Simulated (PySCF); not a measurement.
C2H5FOSi2, SMILES O=C1C[SiH2][Si@@H]1F.

Geometry: B3LYP-D3(BJ)/def2-SVP. The structure was generated by enumeration; whether it is a known compound was not checked.

The numbers are results of PySCF with PBE/def2-TZVP, not measurements.

```json
{
  "total_energy": "-832.85211 hartree",
  "highest_occupied_level": "-5.54 eV",
  "lowest_empty_level": "-3.14 eV",
  "orbital_gap": "2.40 eV",
  "dipole_moment": "2.31 D",
  "quadrupole, principal values (traceless, Buckingham form, about the centre of nuclear charge)": "-8.31, 0.42, 7.90 D·Å",
  "mean_static_polarisability": "81.9 bohr³ (12.13 Å³)",
  "polarisability_principal_values": "64.3, 85.9, 95.4 bohr³"
}
```
